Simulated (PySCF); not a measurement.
**Telling isomers of C8H6N2 apart by NMR**

PySCF calculation with GFN2-xTB geometry and σ from GIAO-PBE0/pcSseg-1; equivalent nuclei averaged, non-relativistic Hamiltonian, isolated molecule, one computed conformer.

Scale: 1H, 13C against TMS (reference shieldings calculated alike). Where no couplings were computed, multiplicities follow the n + 1 count of equivalent neighbours, and m marks all less simple cases (inequivalent or close neighbours, rings, F or P nearby). Shifts are as computed. Against solution values, carbons near 30 ppm lie about +3 ppm off and those near 130 ppm about +5 ppm. Of 1211 compounds with measured shifts, 218 miss one by over three times the rms of a fit or turn the order of signals round; such compounds aren't used in these exercises.

(1) Tabulate the signals of `C#Cc1cnncc1C=C`, `c1cnc2ccncc2c1`, `c1ccc2nccnc2c1` and their relative energies.

(2) What is the quickest way to tell C#Cc1cnncc1C=C from c1ccc2nccnc2c1?

(3) What is the quickest way to tell C#Cc1cnncc1C=C from c1cnc2ccncc2c1?

(4) What is the quickest way to tell c1cnc2ccncc2c1 from c1ccc2nccnc2c1?

## Answers

(1) 
```tsv
SMILES	carbon types	δC	δH	E rel. (kcal/mol)
C#Cc1cnncc1C=C	3×C 4×CH 1×CH2	158.5, 148.3, 139.6, 138.1, 128.1, 121.3, 100.6, 83.1	9.82 (s, 1H), 9.55 (s, 1H), 7.59 (m, 1H), 6.70 (m, 1H), 6.07 (m, 1H), 3.41 (s, 1H)	88.0
c1cnc2ccncc2c1	2×C 6×CH	158.8, 158.0, 155.5, 154.2, 141.8, 129.5, 126.8, 126.5	9.61 (s, 1H), 9.42 (d, 1H), 9.39 (d, 1H), 8.50 (d, 1H), 8.34 (d, 1H), 7.66 (m, 1H)	0.0
c1ccc2nccnc2c1	2×C 6×CH	149.6, 147.6, 137.9, 135.8	9.10 (s, 2H), 8.66 (d, 2H), 8.20 (m, 2H)	0.7
```

Energies are electronic energies at PBE0/pcSseg-1 on these geometries, without zero-point or thermal terms, each for the one conformer computed, which needn't be the lowest.

(2) Count the carbon signals: 8 against 4. The first has a terminal =CH2 carbon at 128.1 ppm, the second a ring-fusion aromatic carbon (C) at 147.6 ppm. Their most deshielded carbons lie at 158.5 and 149.6 ppm. In the proton spectra the most deshielded non-exchanging signals are 9.82 (s, 1H) and 9.10 (s, 2H).

(3) Both give the same number of carbon signals, but DEPT or the intensities differ. The first has a terminal =CH2 carbon at 128.1 ppm, the second a ring-fusion aromatic carbon (C) at 155.5 ppm. Their most deshielded carbons lie at 158.5 and 158.8 ppm.

(4) Count the carbon signals: 8 against 4. The first has a ring-fusion aromatic carbon (C) at 126.8 ppm, the second a ring-fusion aromatic carbon (C) at 147.6 ppm. Their most deshielded carbons lie at 158.8 and 149.6 ppm. In the proton spectra the most deshielded non-exchanging signals are 9.61 (s, 1H) and 9.10 (s, 2H).
